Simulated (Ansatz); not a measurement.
Cs2Cl2⁺ was relaxed with r2SCAN-D4 (def2-TZVP) in Ansatz in these states: charge +1 doublet, charge +1 quartet. The geometries follow in no particular order.

In the def2 sets Cs takes a core potential; there is no spin–orbit coupling.

A:

| atom | x (Å) | y (Å) | z (Å) |
| --- | --- | --- | --- |
| Cs1 | 2.015 | -2.273 | -3.073 |
| Cs2 | -2.003 | 2.277 | 3.078 |
| Cl3 | -0.056 | 0.947 | -0.738 |
| Cl4 | 0.044 | -0.952 | 0.733 |

B:

```
atom   x (Å)   y (Å)   z (Å)
 Cs1  -2.602  -1.344  -0.901
 Cs2   2.605   1.340   0.895
 Cl3  -0.268   1.040  -0.777
 Cl4   0.264  -1.036   0.783
```

Q: Judge from the bond lengths which geometry belongs to which state (an estimate).

A: A is the charge +1 quartet (Cs2–Cl3 4.485 Å, Cs1–Cl3 4.485 Å, Cs1–Cl4 4.485 Å); B is the charge +1 doublet (Cs2–Cl3 3.338 Å, Cs1–Cl3 3.338 Å, Cs1–Cl4 3.338 Å).

In the quartet, Cl3 and Cl4 lie 2.40 Å apart (atoms count from 1), so these atoms are partly bonded to each other. In the doublet, Cl3 and Cl4 lie 2.65 Å apart (atoms count from 1), so these atoms are partly bonded to each other.
